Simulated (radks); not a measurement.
Q: Species: Nd15+. Configuration: [Kr] 4d9. Calculated with a radial shooting solver on a logarithmic mesh with Libxc functionals: Dirac Kohn-Sham, LB94 model potential, spin-unpolarised, spherical densities, finite nucleus; open shells fill j = l - 1/2 first; Fermi nuclear charge, rms radius 4.9123 fm.

Spin-orbit splittings of the eigenvalues, e(l+1/2) - e(l-1/2), with zeta = 2 splitting/(2l+1) and mean radii in bohr:

shell  occ.  splitting (eV)  zeta (eV)  <r> j=l-1/2  <r> j=l+1/2
2p        6           525.1      350.1      0.08399      0.09041
3p        6           104.8      69.84       0.2547       0.2670
3d       10           22.75      9.102       0.2382       0.2421
4p        6               ?          ?       0.6043       0.6294
4d        9           4.665      1.866       0.6545       0.6624
5p        0           7.818      5.212        1.196        1.230

Estimate the 4p splitting.

A: 24.45 eV (zeta = 16.30 eV).
